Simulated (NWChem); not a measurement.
System: MgHSeBr; SMILES [SeH][Mg][Br]

Input file for NWChem:

```
start job
memory heap 200 mb stack 900 mb global 1100 mb
geometry units angstroms noautoz
  Mg    -0.082929     0.074873    -0.000385
  Br    -0.293716    -2.276088    -0.000630
  Se     0.174527     2.495627     0.000361
  H     -1.309114     2.614548    -0.025364
end
basis spherical
  Mg library cc-pvdz
  Br library cc-pvdz
  Se library cc-pvdz
  H library cc-pvdz
end
dft
  xc xpbe96 cpbe96
  iterations 150
  mulliken
end
task dft energy
```

The geometry was optimised at PBE-D3(BJ)/def2-SVP.

Q: Predict the main results of this run. (PBE/cc-pVDZ.) Quantities: basis functions; energy (Ha); highest occupied level (eV); orbital gap (eV); dipole (D).

A: The number of basis functions is 77. The energy (Ha) is -5175.58 and the highest occupied level (eV) is -5.86. The orbital gap (eV) is 3.47 and the dipole (D) is 0.96.
